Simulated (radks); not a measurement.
Values are calculated unless marked as measured or tabulated.
Q: Species: Yb3+. Configuration: [Xe] 4f13. Code: a radial shooting solver on a logarithmic mesh with Libxc functionals. Model: Dirac Kohn-Sham, LDA (Slater exchange, Perdew-Wang correlation), spin-unpolarised, spherical densities, finite nucleus; open shells fill j = l - 1/2 first; Fermi nuclear charge, rms radius 5.3108 fm.

Spin-orbit splittings of the eigenvalues, e(l+1/2) - e(l-1/2), with zeta = 2 splitting/(2l+1) and mean radii in bohr:

| shell | occ. | splitting (eV) | zeta (eV) | <r> j=l-1/2 | <r> j=l+1/2 |
|---|---|---|---|---|---|
| 2p | 6 | 1046 | 697.2 | 0.06875 | 0.07624 |
| 3p | 6 | 221.9 | 147.9 | 0.2062 | 0.2203 |
| 3d | 10 | 48.52 | 19.41 | 0.1936 | 0.1979 |
| 4p | 6 | 50.55 | 33.70 | 0.4953 | 0.5278 |
| 4d | 10 | 9.225 | 3.690 | 0.5523 | 0.5638 |
| 4f | 13 | 1.400 | 0.4001 | 0.7250 | 0.7387 |
| 5p | 6 | ? | ? | 1.321 | 1.422 |

Estimate the 5p splitting.

A: 6.726 eV (zeta = 4.484 eV).
